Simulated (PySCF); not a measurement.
## Telling isomers of C$_{9}$H$_{13}$N apart by NMR

- shielding tensors at PBE0/pcSseg-1 (GIAO)
- structure optimised with GFN2-xTB
- program: PySCF
- isolated molecule, relativity neglected, one averaged value for each set of equivalent atoms, one conformer

δ = σ(ref) − σ, references computed at the same level: 1H (σ = 31.72 ppm), 13C (σ = 186.93 ppm) against TMS. Where no couplings were computed, multiplicities follow the n + 1 count of equivalent neighbours, and m marks all less simple cases (inequivalent or close neighbours, rings, F or P nearby). Shifts are as computed. Against solution values, carbons near 30 ppm lie about +3 ppm off and those near 130 ppm about +5 ppm. Of 1211 compounds with measured shifts, 218 miss one by over three times the rms of a fit or turn the order of signals round; such compounds aren't used in these exercises.

(1) Tabulate the signals of `CC(C)(C)c1cccnc1`, `N#C[C@@H]1C[C@@H]2CCCC[C@@H]21` and their relative energies.

(2) What is the quickest way to tell CC(C)(C)c1cccnc1 from N#C[C@@H]1C[C@@H]2CCCC[C@@H]21?

Results:

(1) 
| SMILES | carbon types | δC | δH | E rel. (kcal/mol) |
| --- | --- | --- | --- | --- |
| CC(C)(C)c1cccnc1 | 2×C 4×CH 3×CH3 | 155.5, 152.7, 150.7, 136.3, 127.9, 35.4, 32.9 | 9.17 (s, 1H), 8.82 (d, 1H), 7.75 (d, 1H), 7.37 (m, 1H), 1.37 (s, 9H) | 0.0 |
| N#C[C@@H]1C[C@@H]2CCCC[C@@H]21 | 1×C 3×CH 5×CH2 | 125.8, 35.7, 31.5, 29.9, 29.8, 29.8, 26.0, 24.7, 23.4 | 2.85 (m, 1H), 2.34 (m, 1H), 2.32 (m, 1H), 2.19 (m, 1H), 2.13 (m, 1H), 2.06 (m, 1H), 1.84 (m, 1H), 1.75 (m, 1H), 1.67 (m, 1H), 1.47 (m, 1H), 1.42 (m, 1H), 1.34 (m, 1H), 0.95 (m, 1H) | 17.1 |

Energies are electronic energies at PBE0/pcSseg-1 on these geometries, without zero-point or thermal terms, each for the one conformer computed, which needn't be the lowest.

(2) Count the carbon signals: 7 against 9. The first has an aromatic CH next to a ring nitrogen at 155.5 ppm, the second an sp3 CH in a ring at 35.7 ppm. Their most deshielded carbons lie at 155.5 and 125.8 ppm. In the proton spectra the most deshielded non-exchanging signals are 9.17 (s, 1H) and 2.85 (m, 1H).
